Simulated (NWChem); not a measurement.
System: SiH2BrCl; SMILES Cl[SiH2]Br

Here is an NWChem input.

```
start job
memory heap 200 mb stack 900 mb global 1100 mb
geometry units angstroms noautosym nocenter noautoz
  Si    -0.837642     0.583665     0.000000
  Cl     0.504005     2.143280     0.000000
  Br     0.230692    -1.356560     0.000000
  H     -1.658690     0.662811     1.233126
  H     -1.658690     0.662811    -1.233126
end
basis spherical
  Si library 6-31g*
  Cl library 6-31g*
  Br library 6-31g*
  H library 6-31g*
end
dft
  xc b3lyp
  iterations 150
end
property
  response 1 0.0773
end
task dft property
```

Coordinates come from a PBE0/def2-SVP optimisation.

Field at 589 nm.

Give the results of this calculation. (B3LYP/6-31G* (spherical d).) Quantities: isotropic polarisability (bohr³); anisotropy (bohr³).


```
Item                              Result
--------------------------------  ------
isotropic polarisability (bohr³)    46.9
anisotropy (bohr³)                  23.0
```
